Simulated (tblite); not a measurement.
C6H8NOP.
Numbering: `[CH3:1][O:2][c:3]1[cH:4][n:5][c:6]([CH3:7])[cH:8][p:9]1` (hydrogens: H10, H11, H12 on C1; H13 on C4; H14, H15, H16 on C7; H17 on C8)

Geometry (GFN2-xTB, Å), atoms numbered from 1 in this order:
```
atom  x, y, z in Å
C1     3.314   -0.558   -0.426
O2     2.500    0.458    0.101
C3     1.166    0.209    0.145
C4     0.379    1.233    0.673
N5    -0.924    1.240    0.823
C6    -1.673    0.203    0.462
C7    -3.146    0.360    0.696
C8    -1.182   -0.965   -0.093
P9     0.483   -1.303   -0.426
H10    3.043   -0.780   -1.465
H11    3.227   -1.478    0.164
H12    4.336   -0.186   -0.382
H13    0.889    2.132    1.001
H14   -3.337    1.335    1.134
H15   -3.691    0.275   -0.243
H16   -3.509   -0.415    1.370
H17   -1.884   -1.749   -0.350
```

Computed with GFN2-xTB (tblite): harmonic, unscaled wavenumbers at the GFN2-xTB geometry, gas phase. Against measured fundamentals such values can be off by several per cent, at times by over 20. One conformer, not necessarily the lowest.

Harmonic wavenumbers (cm⁻¹): 61.2, 74.6, 143.7, 201.3, 203.0, 240.1, 316.4, 344.6, 357.5, 433.0, 470.6, 500.4, 633.1, 676.0, 730.2, 804.7, 869.6, 879.4, 978.6, 1023.7, 1024.7, 1039.8, 1120.3, 1127.2, 1174.2, 1206.5, 1260.8, 1290.0, 1369.0, 1390.4, 1401.7, 1445.6, 1454.4, 1464.4, 1471.5, 1477.1, 1535.7, 2907.5, 2926.0, 3012.5, 3021.3, 3029.2, 3029.7, 3036.0, 3064.7.

A = 3516, B = 947.4, C = 753.3 MHz; mass 141.034 u (most abundant isotopes); point group Cs, symmetry number 1.

Q: Zero-point energy?

A: ½Σν̃ = 28111 cm⁻¹ = 336.28 kJ/mol.

Q: Entropy at 200 K, 1 bar (ideal gas, RRHO, classical rotation)?

A: Translation 162.28, rotation 117.36, vibration 67.60: S = 347.2 J/(mol K).

Q: And Cp and H(200 K) − H(0)?

A: Cp = 112.54 J/(mol K), of which vibrations give 79.29 (their classical limit is 45 R = 374.2); H(200 K) − H(0) = 14.36 kJ/mol without the zero-point energy, 7.71 from vibrations.

Q: Which modes carry the vibrational entropy at 200 K?

A: 61.2 cm⁻¹: 15.20; 74.6 cm⁻¹: 13.59; 143.7 cm⁻¹: 8.40; 201.3 cm⁻¹: 5.93; 203.0 cm⁻¹: 5.87; 240.1 cm⁻¹: 4.73 J/(mol K); the other 39 give 13.88 together.

Q: How do the functions run with temperature in this model?

A: 
```json
{"T (K)": "150", "S (J/(mol K))": "317.7", "Cp (J/(mol K))": "93.4", "H − H(0) (kJ/mol)": "9.21", "G − H(0) (kJ/mol)": "-38.45", "ln q(vib)": "2.35"}
{"T (K)": "250", "S (J/(mol K))": "374.4", "Cp (J/(mol K))": "131.6", "H − H(0) (kJ/mol)": "20.46", "G − H(0) (kJ/mol)": "-73.14", "ln q(vib)": "4.66"}
{"T (K)": "298.15", "S (J/(mol K))": "399.1", "Cp (J/(mol K))": "150.0", "H − H(0) (kJ/mol)": "27.24", "G − H(0) (kJ/mol)": "-91.76", "ln q(vib)": "5.79"}
{"T (K)": "400", "S (J/(mol K))": "448.6", "Cp (J/(mol K))": "187.6", "H − H(0) (kJ/mol)": "44.46", "G − H(0) (kJ/mol)": "-134.96", "ln q(vib)": "8.18"}
{"T (K)": "600", "S (J/(mol K))": "536.4", "Cp (J/(mol K))": "245.9", "H − H(0) (kJ/mol)": "88.19", "G − H(0) (kJ/mol)": "-233.66", "ln q(vib)": "12.81"}
{"T (K)": "900", "S (J/(mol K))": "647.5", "Cp (J/(mol K))": "300.6", "H − H(0) (kJ/mol)": "170.91", "G − H(0) (kJ/mol)": "-411.81", "ln q(vib)": "19.38"}
```

q(vib) and H(0) count from the zero-point level.

Q: What must be added to the electronic energy to get the Gibbs energy at 200 K and 1 bar?

A: ZPE + [H(200 K) − H(0)] − T·S = 336.28 + 14.36 − 69.45 = 281.19 kJ/mol.

Q: Blend soft modes into free rotors: weight 1/[1 + (100 cm⁻¹/ν̃)⁴] for the oscillator and the rest for a rotor with moment μB/(μ + B), μ = h/(8π²ν), B = 10⁻⁴⁴ kg m². What vibrational entropy results?

A: 63.85 J/(mol K) in place of 67.60, which changes −T·S at 200 K by +0.75 kJ/mol.

Hindered rotation and anharmonicity are outside this model. Other conformers, if any are populated, would add a mixing term that is left out.

On one thread, Arm Neoverse V2 (aarch64), no GPU, shared host with 96 logical CPUs at a one-minute load of 27, this took 0.52 s of wall time. This covers the Hessian and the dipole derivatives.
